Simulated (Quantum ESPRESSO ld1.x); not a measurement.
Problem. Sb, configuration [Kr] 4d10 5s2 5p3 (the NIST ground configuration). All-electron calculation, Dirac Kohn-Sham, LDA (Slater exchange, Perdew-Zunger correlation), spin-unpolarised, spherical densities, point nucleus; open shells are shared between the two j in proportion to 2j + 1. Program: ld1.x of Quantum ESPRESSO 7.5. Some entries of the table are withheld. Estimate them.

| orbital | occ. | eigenvalue (eV) | r(max) (bohr) |
|---|---|---|---|
| 1s1/2 | 2 | -30250.1 | 0.018 |
| 2s1/2 | 2 | -4602.71 | 0.103 |
| 2p1/2 | 2 | -4308.30 | (1) |
| 2p3/2 | 4 | -4056.83 | (2) |
| 3s1/2 | 2 | -901.886 | 0.300 |
| 3p1/2 | 2 | -781.358 | 0.286 |
| 3p3/2 | 4 | -734.971 | 0.298 |
| 3d3/2 | 4 | (3) | 0.242 |
| 3d5/2 | 6 | (4) | 0.246 |
| 4s1/2 | 2 | -148.363 | 0.723 |
| 4p1/2 | 2 | -107.534 | 0.747 |
| 4p3/2 | 4 | -98.8576 | 0.771 |
| 4d3/2 | 4 | -34.2704 | 0.842 |
| 4d5/2 | 6 | -33.0186 | 0.849 |
| 5s1/2 | 2 | -13.0764 | 1.89 |
| 5p1/2 | 1 | -5.4349 | 2.25 |
| 5p3/2 | 2 | -4.8030 | 2.36 |

Solution. 
(1) 2p1/2 r(max) (bohr): 0.080
(2) 2p3/2 r(max) (bohr): 0.085
(3) 3d3/2 eigenvalue (eV): -521.324
(4) 3d5/2 eigenvalue (eV): -511.673
